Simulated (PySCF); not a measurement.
CH10Si4.
InChI=1S/CH10Si4/c1-5-3-2-4-5/h5H,2-4H2,1H3

The closed-shell ground state was solved at several levels (PySCF, density fitting, gas phase, non-relativistic). The structure is a single PBE0-D3(BJ)/def2-SVP conformer in the gas phase; no vibrational or solvent corrections.

```
             level  basis functions  HOMO (eV)  LUMO (eV)  gap (eV)  dipole (D)
 wB97X-D/def2-SVPD              196      -8.93       0.85      9.78        0.91
CAM-B3LYP/pcSseg-2              348      -8.35       0.18      8.53        0.87
```

(1) Estimate the row for PBE0/pcSseg-1, a basis of 163 functions; the other rows only guide the guess.

(2) Over all these levels, which gives the widest orbital gap and which the narrowest?

(3) How far do the dipole and the HOMO energy spread over the levels?

Answers

(1) HOMO -7.31 eV, LUMO -0.90 eV, gap 6.41 eV, dipole 0.88 D.

(2) wB97X-D/def2-SVPD (range-separated hybrid) has the widest, 9.78 eV, and PBE0/pcSseg-1 (global hybrid, 25 % exact exchange) the narrowest, 6.41 eV. Functional and basis both differ between the two, so the spread mixes both effects.

(3) The dipole runs from 0.87 to 0.91 D (mean 0.89 D) and the HOMO from -8.93 to -7.31 eV.
